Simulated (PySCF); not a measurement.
**Computed vibrations of [Ce(NH3)3]3+**

[Ce(NH3)3]3+ (singlet in the valence; each metal's 4f electrons, 1 of them, lie in its core potential, out of spins and levels). PySCF 2.14.0, RKS PBE0, Ce lcecp-1-SVP with ECP47, N def2-SVP, H def2-SVP; non-relativistic Hamiltonian with scalar-relativistic core potentials where named; density fitting; no spin-orbit coupling. Central differences of gradients.

```xyz
13

Ce    0.0000    0.0000    0.2053
N     2.4220   -0.0008   -0.5403
H     3.1048   -0.2563    0.1966
H     2.6658   -0.6504   -1.3091
H     2.7879    0.9056   -0.8825
N    -1.2103    2.0979   -0.5403
H    -1.3304    2.8170    0.1966
H    -0.7696    2.6339   -1.3091
H    -2.1782    1.9616   -0.8825
N    -1.2117   -2.0971   -0.5403
H    -1.7744   -2.5607    0.1966
H    -1.8962   -1.9834   -1.3091
H    -0.6097   -2.8672   -0.8825
```

Run from Python with OMP_NUM_THREADS=2. Where DIIS fails, smearing, a level shift and second-order steps follow.
It took 2.1 min on 2 threads of Arm Neoverse V2, on a shared host.

**Question.** What are the harmonic wavenumbers and infrared intensities?

**Answer.** Modes are labelled in C3; negative numbers are unstable modes, those under 60 cm⁻¹ near the noise; a finer grid moves soft modes by up to 10 cm⁻¹.
```csv
cm⁻¹,km/mol,symmetry
19,0.0,e
19,0.0,e
19,0.3,a
47,7.9,a
71,3.6,e
71,3.6,e
338,0.5,a
346,13.1,e
346,13.1,e
623,0.5,a
637,27.7,e
637,27.7,e
662,174.0,a
664,74.0,e
664,74.0,e
1406,172.6,e
1406,172.6,e
1411,26.8,a
1610,68.4,a
1611,43.6,e
1611,43.6,e
1613,35.7,e
1613,35.7,e
1614,69.9,a
3358,333.0,e
3358,333.0,e
3366,15.6,a
3430,31.1,e
3430,31.1,e
3431,393.4,a
3437,44.2,a
3439,204.4,e
3439,204.4,e
```

**Question.** Is this a minimum?

**Answer.** Yes, within the noise of the softest modes. Ideal gas at 298.15 K and 1 bar: S = 451.4 J/(mol K), Cp = 128.9 J/(mol K), H − H(0 K) = 28.5 kJ/mol (rigid rotor, harmonic modes, spin degeneracy alone, that of the 4f electrons in the core included; the modes under 60 cm⁻¹ make these uncertain).

An lcecp potential fixes the number of 4f electrons, so in runs with it no electron can move into or out of that shell.
